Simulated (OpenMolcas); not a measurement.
Fe III: effect of the active space

| Item | Value |
| --- | --- |
| Program | OpenMolcas 26.06 |
| Method | CASSCF |
| Basis | ANO-R1 |
| Scalar Hamiltonian | X2C, finite nucleus |
| Spin-orbit coupling | state interaction with AMFI integrals over the reference wave functions, term energies averaged over their components |

A. 6 electrons in 5 orbitals (3d); 2S+1 = 5 even, 5 roots; 2S+1 = 3 even, 45 roots; 2S+1 = 1 even, 50 roots; cost roughly 13 core-seconds
B. 6 electrons in 6 orbitals (3d 4s); 2S+1 = 5 even, 30 roots; 2S+1 = 7 even, 1 root kept (CI in the orbitals of an earlier block); 2S+1 = 3 even, 122 roots kept (CI in the orbitals of an earlier block, 98 in the spin-orbit step); 2S+1 = 1 even, 96 roots kept (CI in the orbitals of an earlier block, 69 in the spin-orbit step); cost about 50 core-seconds

Energies in eV above 3d6 5D4, the measured ground level; measured values from Corliss and Sugar, J. Phys. Chem. Ref. Data 11, 135 (1982).

| Level | A | B | Measured |
| --- | --- | --- | --- |
| 3d6 5D4 | 0.0000 | 0.0000 | 0.0000 |
| 3d6 5D3 | 0.0545 | 0.0594 | 0.0541 |
| 3d6 5D2 | 0.0934 | 0.1016 | 0.0916 |
| 3d6 5D1 | 0.1185 | 0.1289 | 0.1156 |
| 3d6 5D0 | 0.1309 | 0.1424 | 0.1274 |
| 3d6 3H6 | 2.7785 | 2.9593 | 2.4860 |
| 3d6 3H5 | 2.8072 | 2.9908 | 2.5170 |
| 3d6 3H4 | 2.8289 | 3.0146 | 2.5394 |
| 3d6 3P2(1) | 3.0421 | 3.2398 | 2.4059 |
| 3d6 3F4(1) | 3.1831 | 3.3913 | 2.6610 |
| 3d6 3P1(1) | 3.2010 | 3.4154 | 2.5650 |
| 3d6 3F3(1) | 3.2130 | 3.4245 | 2.6904 |
| 3d6 3F2(1) | 3.2351 | 3.4491 | 2.7099 |
| 3d6 3P0(1) | 3.2690 | 3.4901 | 2.6295 |
| 3d6 3G5 | 3.5103 | 3.7408 | 3.0449 |
| 3d6 3G4 | 3.5601 | 3.7960 | 3.0923 |
| 3d6 3G3 | 3.5838 | 3.8220 | 3.1173 |
| 3d6 1I6 | 4.1813 | 4.4599 | 3.7637 |
| 3d6 1G4(1) | 4.4095 | 4.7063 | 3.8294 |
| 3d6 3D1 | 4.5441 | 4.8445 |  |
| 3d6 3D2 | 4.5478 | 4.8490 |  |
| 3d6 3D3 | 4.5628 | 4.8651 | 3.8259 |
| 3d6 1F3 | 6.3512 | 6.7857 | 5.3185 |

Deviations, from unrounded energies. A percentage is the sum of absolute deviations over the sum of measured energies, with the sign that they share, or ± where signs differ.

| Against measurement | Levels | A | B |
| --- | --- | --- | --- |
| mean absolute deviation (cm-1) | 20 | 3400 | 5000 |
| fine structure of the ground term (%) | 4 | +2.2 | +11.2 |
| other terms of the ground configuration (%) | 16 | +17.3 | +25.1 |

A lies closest to measurement on these levels. The largest miss of A in the table is 3d6 1F3, by +8300 cm-1. The ranking rests on the paired levels alone, and a cruder setting can come out closer through cancelling errors.

The spin-orbit steps hold different terms of 3d6 (B lacks a 1D, a 1S), which shifts levels as well.

Between A and B the level of the table that moves most is 3d6 1F3, by 3500 cm-1 (lowest in A, highest in B).

Without dynamic correlation excited terms often stand tens of per cent too high (terms of higher spin than the ground term too low), and those without a measured partner can miss by more than the paired ones. Some high roots are left out of the spin-orbit mixing, which shifts the levels that they would mix with (holds for B). Terms from blocks run as CI alone lack orbitals of their own (holds for B). Measured partners are found by configuration, term and J. A level has none where our copy of the source lacks it or the pairing is in doubt (some pairs that miss far off the trend of their configuration count as doubtful), and it then counts in no deviation. Only configurations of the active space appear. The table leaves out levels that lie high or whose names do not pair safely across all columns.

A number in round brackets counts repeated terms of one configuration in the order of the reference energies.
